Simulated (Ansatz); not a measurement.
Energy difference R1 → P1 + P2, each structure at its B3LYP-D3(BJ)/def2-TZVP stationary point, reached from a drawn start (curvature not checked).
R1, H4Mo (SMILES [MoH4]) (charge 0, multiplicity 3, Z-matrix in Å and degrees):
```
Mo
H 1 1.6932
H 1 1.6932 2 109.46
H 1 1.6932 2 109.47 3 -120.00
H 1 1.6932 2 109.47 3 120.00
```
P1, H3Mo (SMILES [MoH3]) (charge 0, multiplicity 4):
```xyz
4

Mo    -0.0019    -0.0019    -0.4569
H      1.5894    -0.0087     0.1456
H     -0.7857     1.3812     0.1499
H     -0.8018    -1.3706     0.1615
```
P2: H atom, charge 0, multiplicity 2.

P less R. No zero-point or thermal terms; open shells are unrestricted; no spin–orbit coupling. The spin states of the d-block species are the ones drawn and need not be the lowest.

Frozen-core correlation throughout.

Programs: Ansatz (a first-principles code) with Gaussian orbitals. No computed number here is a measurement. Elements past Kr take the def2 small-core potentials, without spin–orbit coupling.

Total energies in hartree:

```json
[
 {"structure": "R1", "PBE/def2-TZVPP": "-70.512024", "B3LYP/def2-TZVPP": "-70.531975", "CCSD(T)/def2-QZVPP": "-70.033673"},
 {"structure": "P1", "PBE/def2-TZVPP": "-69.910785", "B3LYP/def2-TZVPP": "-69.927078", "CCSD(T)/def2-QZVPP": "-69.436698"},
 {"structure": "P2", "PBE/def2-TZVPP": "-0.499616", "B3LYP/def2-TZVPP": "-0.502154", "CCSD(T)/def2-QZVPP": "-0.499983"}
]
```

Problem. Work out the reaction energy at each level in kcal/mol (1 hartree = 627.50947 kcal/mol), and say how far PBE/def2-TZVPP lies from CCSD(T)/def2-QZVPP.

Solution. 
- PBE/def2-TZVPP: (-69.910785) + (-0.499616) − (-70.512024) = 0.101623 hartree = 63.77 kcal/mol
- B3LYP/def2-TZVPP: (-69.927078) + (-0.502154) − (-70.531975) = 0.102743 hartree = 64.47 kcal/mol
- CCSD(T)/def2-QZVPP: (-69.436698) + (-0.499983) − (-70.033673) = 0.096992 hartree = 60.86 kcal/mol
PBE/def2-TZVPP less CCSD(T)/def2-QZVPP: 2.91 kcal/mol. CCSD(T)/def2-QZVPP is the level counted from, the highest shown, and no exact or measured value.
